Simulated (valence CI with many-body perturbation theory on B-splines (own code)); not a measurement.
# Sm56+ in brief

Method: relativistic CI+MBPT: four valence electrons over a frozen Dirac-Fock core [He], radial functions for each j: 9 s, 9 p, 8 d, 6 f, 3 g, 1 h, with the one-electron correlation potential Σ1, the two-electron term Σ2, the three-electron term Σ3, Breit, model QED; selected CI, second order for the rest, scaled by the run's own slope (own B-spline code, finite nucleus).

No measured spectrum was set against this ion. As an estimate, large intervals hold to a few tenths of a per cent, small ones and those within an open d or f shell to about a per cent.

Levels are named by their leading jj configuration (3d3/2^4 stands for four electrons in 3d with j = 3/2), which in mixed levels can hold well under half, so a name can repeat and another be missing.

Rates and lifetimes use the calculated energies. Strong lines usually hold to 10 to 20 %, long lifetimes can be off by a factor of two.

What is the ground level?

(2s^2 2p1/2^2) J=0, composition 69 % 2s2 2p2 3P + 30 % 2s2 2p2 1S.

What is the ionisation energy?

12265 eV; NIST lists 12264 ± 5 eV (theoretical).

Name the longest-lived excited levels whose lifetime is computed, and their main decay.

(2s^2 2p1/2 2p3/2) J=2 at 47.23 Ry lives 262 ns, mostly by E2 to (2s^2 2p1/2^2) J=0; (2s^2 2p1/2 2p3/2) J=1 at 45.97 Ry lives 642 ps, mostly by M1 to (2s^2 2p1/2^2) J=0.

What are the static dipole polarisabilities of the lowest levels?

(2s^2 2p1/2^2) J=0 0.000209 bohr³, of which the core gives 4.97e-07.

Where does the other parity begin?

At (2s 2p1/2^2 2p3/2) J=2, 62.76 Ry.

Among levels below 552.43 Ry, which E1 lines absorb most strongly from the ground level?

to (2s^2 2p1/2 3d3/2) J=1 at 0.1710 nm, f = 1.03; to (2s 2p1/2^2 3p1/2) J=1 at 0.1726 nm, f = 0.433; to (2s 2p1/2^2 3p3/2) J=1 at 0.1679 nm, f = 0.345.

How well does LS coupling describe the low levels?

Among the lowest 20 levels the leading LS term, summed over configurations, holds 67 % on average. For single configurations the figures are 67 % in LS and 99 % in jj coupling. Terms mix most in the J = 1 level at 67.98 Ry, where the leading one holds 33 %.
